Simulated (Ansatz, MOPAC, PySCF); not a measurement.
Torsion H3–S1–S2–H4 in H2S2 (SMILES SS); at each angle all else is relaxed with GFN2-xTB, and the levels are single points there.
Geometry at 100° (charge 0, multiplicity 1):
```xyz
4

S     -0.92800     0.54805     0.42539
S      0.92485     0.39837    -0.42924
H     -1.55262    -0.37142    -0.32233
H      0.84778     1.46998    -1.22947
```

On the grid 0° to 180°, 0° is the highest and 100° the lowest point at CCSD(T)/CBS(cc-pV(T+d)Z, cc-pV(Q+d)Z).

Correlated levels freeze the cores. Rows in 6-31G* carry no dispersion term and start afresh at each structure (6-31G* with six Cartesian d functions). The state that PM6 reach isn't checked.

Codes used: Ansatz (Gaussian orbitals); MOPAC for PM6 (differences of heats of formation); PySCF for 6-31G* rows. Each number belongs to the level named beside it.

Q: Estimate the energy at 0° less that at 100° that PM6 returns for this input.

A: 190 meV

Q: Predict the energy at 0° less that at 100° from CCSD/cc-pV(D+d)Z.

A: 333 meV

Q: Predict the energy at 0° less that at 100° from M06-2X/6-31G*.

A: 356 meV

Ansatz is a program for electronic structure.
